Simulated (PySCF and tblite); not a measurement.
The numbers below are computed, except where a source is named.
System: C₆H₁₃NO, numbered as in [CH3:1][C:2](=[O:3])[N:4]([CH3:5])[CH:6]([CH3:7])[CH3:8].

The path came from a restrained scan, a climbing-image band and a saddle search at GFN2-xTB; energies are PBE0/pcSseg-1 + D3(BJ), IEF-PCM chloroform//GFN2-xTB, thermal terms GFN2-xTB. Rates follow Eyring's equation with the number of equivalent paths and no tunnelling. (PySCF 2.14 with density fitting, tblite 0.8.)

Barriers of amide-like rotations can come out several kcal/mol high at such levels.

(1) How high is the barrier to the rotation about the C2–N4 bond (torsion C1–C2–N4–C5 from 0° to 177°, rising), through which structure does it pass, and what rate follows at 298 K?

Results:

(1) The electronic barrier is 20.1 kcal/mol and ΔG‡(298 K) 19.8 kcal/mol, over a C1 saddle with an imaginary mode of 113i cm⁻¹ (GFN2-xTB). With 2 equivalent paths, k is 0.036 s⁻¹, a mean lifetime of the start of 28 s against this motion. The end lies 0.8 kcal/mol above the start in free energy.
